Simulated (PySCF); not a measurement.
**Static response to an electric field**

Species: C₆H₁₁P.
SMILES with atom numbers: `[CH3:1][CH2:2][C:3]1=[CH:4][CH2:5][PH:6][CH2:7]1` (hydrogens: H8, H9, H10 on C1; H11, H12 on C2; H13 on C4; H14, H15 on C5; H16 on P6; H17, H18 on C7)

Structure used (GFN2-xTB), in Å, numbered top down from 1:
```xyz
18
C6H11P angstrom
C      2.4285   -0.2263    0.1818
C      1.2795   -0.5579   -0.7708
C     -0.0394   -0.0758   -0.2514
C     -0.7951    0.8595   -0.8080
C     -2.0739    1.2059   -0.1082
P     -2.3836   -0.1867    1.0959
C     -0.5790   -0.6527    1.0311
H      2.4746    0.8458    0.3597
H      2.2959   -0.7303    1.1359
H      3.3758   -0.5463   -0.2459
H      1.4707   -0.0998   -1.7431
H      1.2352   -1.6421   -0.9108
H     -0.5285    1.3906   -1.7088
H     -2.9183    1.3159   -0.7922
H     -1.9735    2.1498    0.4406
H     -2.7549   -1.0972    0.0910
H     -0.4546   -1.7358    1.0975
H     -0.0682   -0.2105    1.8941
```

Level: PBE0/def2-SVPD (PySCF), static field, nuclei fixed, core orbitals frozen in the response. The polarisability tensor in these axes (au):

```
x   109.14  -8.70  -3.96
y    -8.70  86.68  -7.47
z    -3.96  -7.47  85.67
```

Q: What are the eigenvalues, a third of the trace, and Δα (Δα² = ½Σ(αi − αj)² over the three pairs)?

A: Principal values 76.26, 93.04 and 112.19 au; mean 93.83 au = 13.90 Å³ = 15.47 × 10⁻⁴⁰ C²·m²/J; Δα = 31.14 au (33 % of the mean).

Q: What is the dipole moment, and where does it point?

A: (1.26, 0.07, -0.93) D, 1.56 D in size, pointing from the negative to the positive side. Measured along this direction, the outermost atoms are P6 at the negative end and H10 at the positive end.

Q: Traceless (Buckingham) quadrupole moment about the centre of nuclear charge: eigenvalues?

A: -6.30, 0.71, 5.58 D·Å. The values depend on the origin, since the dipole doesn't vanish. The electronic extent ⟨r²⟩ about the same centre is 1088 bohr², a root-mean-square distance of 2.22 Å for the 62 electrons.

Q: Find the Langevin capture rate constant for NO+ (29.998 u) meeting this molecule (114.060 u), k = 2.342 × 10⁻⁹ cm³/s × √(α in Å³ / reduced mass in u).

A: The reduced mass is 23.75 u, so k = 1.79 × 10⁻⁹ cm³/s. The formula leaves out the permanent dipole, which adds to the capture rate.

Q: Sum over states: ᾱ = Σ f/ω², ω in Eh. What share falls to these 8 lowest TDDFT singlets (eV, f)? 5.76, 0.0017; 6.09, 0.0146; 6.30, 0.0322; 6.52, 0.0164; 6.75, 0.0934; 6.93, 0.0046; 7.08, 0.0478; 7.21, 0.1129.

A: They add up to 5.12 au, 5.5 % of the 93.83 au; the largest single term is 1.61 au, from the state at 7.21 eV. Terms in order: 0.04, 0.29, 0.60, 0.29, 1.52, 0.07, 0.71, 1.61 au. Higher excitations give the rest. The strengths listed sum to 0.324.

Q: Directions of the eigenvectors, and the extent of the frame along each?

A: Largest value along (0.95, -0.31, -0.06), where the nuclei span 6.52 Å; middle along (-0.17, -0.65, 0.74), 4.10 Å; least along (0.26, 0.70, 0.67), 2.92 Å. The response follows the extents in order.

One conformer (not necessarily the lowest) at the GFN2-xTB geometry, without solvent, vibrations or thermal averaging.
